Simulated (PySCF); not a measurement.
# Continuum solvent and chemical shifts

Molfile (atoms numbered from 1):
```
C4H9BCl2OSi
     RDKit          3D

 18 18  0  0  0  0  0  0  0  0999 V2000
    2.6831    0.1072    2.4570 Cl  0  0  0  0  0  0  0  0  0  0  0  0
    2.7369   -0.4636    0.7967 B   0  0  0  0  0  0  0  0  0  0  0  0
    4.2578   -1.0770    0.1890 Cl  0  0  0  0  0  0  0  0  0  0  0  0
    1.0366   -0.3602   -0.2889 Si  0  0  0  0  0  4  0  0  0  0  0  0
    0.3827    1.4151   -0.3783 C   0  0  0  0  0  0  0  0  0  0  0  0
   -1.1062    1.3982   -0.7300 C   0  0  0  0  0  0  0  0  0  0  0  0
   -1.8798    0.6318    0.1548 O   0  0  0  0  0  0  0  0  0  0  0  0
   -1.7236   -0.7576    0.0364 C   0  0  0  0  0  0  0  0  0  0  0  0
   -0.3850   -1.2665    0.5748 C   0  0  0  0  0  0  0  0  0  0  0  0
    1.2294   -0.9056   -1.6720 H   0  0  0  0  0  0  0  0  0  0  0  0
    0.9454    2.0192   -1.1083 H   0  0  0  0  0  0  0  0  0  0  0  0
    0.5174    1.8844    0.6110 H   0  0  0  0  0  0  0  0  0  0  0  0
   -1.5210    2.4178   -0.6888 H   0  0  0  0  0  0  0  0  0  0  0  0
   -1.2448    1.0332   -1.7701 H   0  0  0  0  0  0  0  0  0  0  0  0
   -1.8468   -1.0651   -1.0240 H   0  0  0  0  0  0  0  0  0  0  0  0
   -2.5583   -1.2042    0.5996 H   0  0  0  0  0  0  0  0  0  0  0  0
   -0.3245   -1.0535    1.6558 H   0  0  0  0  0  0  0  0  0  0  0  0
   -0.3081   -2.3587    0.4501 H   0  0  0  0  0  0  0  0  0  0  0  0
  1  2  1  0
  2  3  1  0
  2  4  1  0
  4  5  1  0
  5  6  1  0
  6  7  1  0
  7  8  1  0
  8  9  1  0
  9  4  1  0
  4 10  1  0
  5 11  1  0
  5 12  1  0
  6 13  1  0
  6 14  1  0
  8 15  1  0
  8 16  1  0
  9 17  1  0
  9 18  1  0
M  END
```

GIAO PBE0/pcSseg-1 in PySCF 2.14.0 with density-fitted response routines on one PBE0-D3(BJ)/def2-SVP conformer, non-relativistic, equivalent nuclei averaged. Solvents enter as an IEF-PCM continuum (water with ε = 78.4) around the gas-phase geometry. Shifts are referred to BF3·OEt2, TMS computed in the same medium.

Gas phase, δ in ppm: B2 79.0, Si4 -44.2, C6/C8 68.7, C5/C9 9.5, H13/H16 4.29, H10 4.07, H14/H15 3.23, H12/H17 1.09, H11/H18 0.42. Dipole moment 1.02 D.

Q: How does each δ change in the continuum?

A: 
```json
{"atoms": "B2", "environment": "boron bonded to 2 Cl, Si", "Δδ, water": "+1.1"}
{"atoms": "Si4", "environment": "silicon bonded to 2 C, B, H, in a 6-membered ring", "Δδ, water": "+1.4"}
{"atoms": "C6/C8", "environment": "sp3 CH2 bonded to O", "Δδ, water": "+0.9"}
{"atoms": "C5/C9", "environment": "sp3 CH2 bonded to Si", "Δδ, water": "+1.0"}
{"atoms": "H13/H16", "environment": "hydrogen on an sp3 CH2 bonded to O", "Δδ, water": "0.00"}
{"atoms": "H10", "environment": "hydrogen on a silicon bonded to 2 C, B, in a 6-membered ring", "Δδ, water": "-0.09"}
{"atoms": "H14/H15", "environment": "hydrogen on an sp3 CH2 bonded to O", "Δδ, water": "+0.17"}
{"atoms": "H12/H17", "environment": "hydrogen on an sp3 CH2 bonded to Si", "Δδ, water": "-0.02"}
{"atoms": "H11/H18", "environment": "hydrogen on an sp3 CH2 bonded to Si", "Δδ, water": "+0.25"}
```

Changes are relative to the gas phase. The dipole moment becomes 1.40 D in water.

Q: Which of the listed nuclei move most (in ppm), and what does the model miss? (N and O are left out, as their reference compounds move with the solvent too.)

A: Si4 (silicon bonded to 2 C, B, H, in a 6-membered ring, +1.4 ppm) in water. A continuum only polarises the solute; specific hydrogen bonds, the anisotropy of aromatic solvents and changes of geometry or conformer are outside it.
